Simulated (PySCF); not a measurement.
I (iodine, neutral) across methods

[Kr] 4d10 5s2 5p5, 2P determinant. Computed with PySCF 2.14 in aug-cc-pVTZ-PP with ECP28MDF, with a scalar-relativistic core potential. The B2PLYP total includes its PT2 part (frozen core); its orbital energies are those of the SCF part.

```tsv
method	E (hartree)	mean ε 5s β (eV)	mean ε 5p α (eV)	mean ε 5p β (eV)	Σ⟨r²⟩ (bohr²)	⟨S²⟩
BP86	-295.8178	-17.224	-7.472	-6.833	59.84	0.753
B2PLYP	-295.4115	-20.259	-9.572	-8.780	60.06	0.755
PBE0	-295.6967	-18.735	-8.599	-7.859	59.71	0.754
PBE	-295.6696	-17.064	-7.378	-6.708	59.98	0.753
LDA	-295.2654	-17.405	-7.485	-6.851	59.89	0.751
UHF	-294.66188	-22.668	-11.423	-10.406	60.24	0.761
wB97X	-295.7399	-21.512	-10.822	-10.120	59.86	0.753
M06	-295.7417	-18.427	-8.337	-7.620	60.06	0.753
```

Estimate the same row for r2SCAN.

E (hartree) = -295.8040; mean ε 5s β (eV) = -17.437; mean ε 5p α (eV) = -7.750; mean ε 5p β (eV) = -6.986; Σ⟨r²⟩ (bohr²) = 59.56; ⟨S²⟩ = 0.755.

Energies and moments cover only the electrons outside the core potential.
